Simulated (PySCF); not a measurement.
AuSBr, triplet: computed properties

Method: UB3LYP in PySCF with Au def2-SVP with ECP60, S def2-SVP, Br def2-SVP; scalar-relativistic core potentials, no spin–orbit coupling; density-fitted integrals.

The structure is a minimum.

Z-matrix (Å, degrees; charge 0 multiplicity 3):
```
Au
S  1 2.2145
Br 1 2.3973 2 180.00
```

- Point group: C∞v
- Bond lengths: Au–Br 2.397 Å, Au–S 2.214 Å
- Bond angles: Br–Au–S 180.0°
- Rotational constants: 0.02985 cm⁻¹
- Entropy at 298.15 K and 1 bar (electronic part: spin only): 315.0 J/(mol K)
- Enthalpy at 298.15 K above 0 K: 14.85 kJ/mol
- Atomisation energy without zero-point energy: 463 kJ/mol
- Lowest empty level (β): -5.47 eV
- Zero-point energy: 4.8 kJ/mol
- Spin squared ⟨S²⟩: 2.007
- Rotational symmetry number: 1
- Highest occupied level (β): -7.75 eV
- Principal quadrupole moments (Buckingham, traceless) about the centre of mass: -0.25, -0.25, 0.51 D Å
- Heat capacity Cp at 298.15 K: 59.2 J/(mol K)
- Principal polarisabilities: 39.8, 39.8, 157.7 bohr³
- Dipole moment: 2.29 D

Harmonic modes (masses in u: Au 196.967, S 31.972, Br 78.918):
| symmetry | ω (cm⁻¹) | IR (km/mol, summed over degenerate members) | μ (u) | type |
| --- | --- | --- | --- | --- |
| π | 82 | 0.0 | 50.29 | bend |
| σ+ | 245 | 11.0 | 81.43 | stretch |
| σ+ | 390 | 0.6 | 37.04 | stretch |

In C∞v the vibrations span π + 2σ+.

Charges (e):
| atom | Mulliken | Löwdin | polar tensor | spin (Mulliken) | Mayer order to Au1 |
| --- | --- | --- | --- | --- | --- |
| Au1 | 0.10 | -0.34 | 0.24 | 0.23 | – |
| S2 | 0.07 | 0.31 | 0.13 | 1.52 | 1.21 |
| Br3 | -0.17 | 0.03 | -0.36 | 0.25 | 0.94 |
Other Mayer orders above 0.3: S–Br 0.41.

Mulliken populations on Au1 (electrons outside its core potential): s 3.09, p 6.28, d 9.51, f 0.01.

Outer orbital energies (eV). α occupied: -10.05, -10.05, -9.14, -9.14, -9.08, -8.79, -7.75, -7.75; empty: -0.94, 0.11, 0.11, 2.01. β occupied: -10.87, -10.87, -9.88, -9.88, -8.84, -8.64, -7.75, -7.75; empty: -5.47, -5.47, -0.66, 0.26.

Formally Au is in oxidation state +3, d8, with 2 unpaired electrons (the high-spin count). The Mulliken spin on Au is 0.23, so most of the spin sits on the ligands and the formal count fails. The polar-tensor charge on Au, 0.24, is far below the formal one.

This need not be the most stable arrangement of these atoms. Other spin states or occupations of the open shell can lie lower. No spin–orbit coupling is included, which matters more the heavier the element.

The final relaxation and frequency run took about 90 core-seconds on a shared host.
